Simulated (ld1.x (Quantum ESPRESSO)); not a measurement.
## Which change was made? (Be, TM)

| Item | Value |
| --- | --- |
| Element | beryllium (Be) |
| Generator | ld1.x (Quantum ESPRESSO) 7.5 |
| Type | norm-conserving Troullier–Martins (Kleinman–Bylander form) |
| Functional | PBE |
| Relativity | scalar-relativistic |
| Frozen core | [He] |
| Valence charge | 2 |
| Reference configuration | 2s1 2p1 |
| Partial waves | 2s (bound): rc 1.75 bohr; 2p (bound): rc 4.20 bohr; 3d channel at 0.35 Ry: rc 4.05 bohr |
| Local potential | the d channel |
| Core correction | Bessel-smoothed model core inside 0.80 bohr |

Cutoffs, loose and tight: the cutoffs (Ry, on a coarse ladder) from which the occupation-weighted sum of valence levels, in a spherical-Bessel basis at the reference potential, stays within 10 and 1 mRy of its value at 400 Ry. They do not see the model core or the augmentation charge, which bear on the density cutoff. Test errors are all-electron minus pseudo excitation energies from the reference, over the configurations 2s2 2p0; 2s1 2p0; 2s1.5 2p0; 2s0 2p2; 2s0 2p1; variants that change the core or the reference have their own tests.

The base gives: outcome: generated; cutoff, loose: 8 Ry; cutoff, tight: 15 Ry; bound ghosts: none; largest test error (meV): +86.

Q: After one change the result is: outcome: generated; cutoff, loose: 8 Ry; cutoff, tight: 15 Ry; bound ghosts: none; largest test error (meV): +122. Which change was it?
A. reference 2s2 2p0
B. wave 2p (bound): rc 4.20 bohr becomes 2p (bound): rc 6.48 bohr
C. all radii but the core radius scaled by about 1.10 (s 1.92, p 4.62, d 4.46 bohr)
D. wave 2s (bound): rc 1.75 bohr becomes 2s (bound): rc 1.14 bohr
E. wave 3d channel at 0.35 Ry: rc 4.05 bohr becomes 3d channel at 0.35 Ry: rc 5.66 bohr

A: C. The others give: reference 2s2 2p0 → outcome: generated; cutoff, loose: 10 Ry; cutoff, tight: 25 Ry; bound ghosts: none; largest test error (meV): -213 | wave 3d channel at 0.35 Ry: rc 4.05 bohr becomes 3d channel at 0.35 Ry: rc 5.66 bohr → outcome: generated; cutoff, loose: 10 Ry; cutoff, tight: 15 Ry; bound ghosts: s; largest test error (meV): +86 | wave 2s (bound): rc 1.75 bohr becomes 2s (bound): rc 1.14 bohr → outcome: generated; cutoff, loose: 40 Ry; cutoff, tight: 60 Ry; bound ghosts: none; largest test error (meV): +86 | wave 2p (bound): rc 4.20 bohr becomes 2p (bound): rc 6.48 bohr → outcome: generated; cutoff, loose: 8 Ry; cutoff, tight: 15 Ry; bound ghosts: none; largest test error (meV): +322.
